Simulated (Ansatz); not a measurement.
input.yaml

```yaml
crystal:
  periodic: [false, false, false]
  atoms:
    - { symbol: C, position_ang: [-0.2644, 1.0923, -0.7394] }
    - { symbol: B, position_ang: [-0.3271, -0.3813, -0.2743] }
    - { symbol: C, position_ang: [0.5256, -0.8362, 0.9519] }
    - { symbol: Cl, position_ang: [-1.2899, -1.6071, -1.1628] }
    - { symbol: H, position_ang: [0.7205, 1.4204, -1.057] }
    - { symbol: H, position_ang: [-0.6617, 1.8046, 0.0751] }
    - { symbol: H, position_ang: [-0.9588, 1.2668, -1.6204] }
    - { symbol: H, position_ang: [-0.0636, -1.2383, 1.7466] }
    - { symbol: H, position_ang: [1.2813, -1.5995, 0.6801] }
    - { symbol: H, position_ang: [1.1213, 0.0273, 1.4031] }
magnetization:
  spin_polarized: true
basis:
  gaussian: { orbitals: def2-SVP }
hamiltonian:
  xc: pbe
  dispersion: d4
relax:
  f_tol: 0.02
  max_steps: 50
```

Launched with:

```bash
$ ansatz run input.yaml --threads 2 --pin off --max-ram 3072MiB --backend cpu --events-out ev --progress --plain --runs-dir out
```

Hardware: 2 threads of Intel(R) Xeon(R) 6975P-C (Granite Rapids) (shared host).

Question: Roughly how long does this run take, and how much memory?

Answer: 7.4 s, with a peak of 0.17 GiB, for 5 ionic steps.
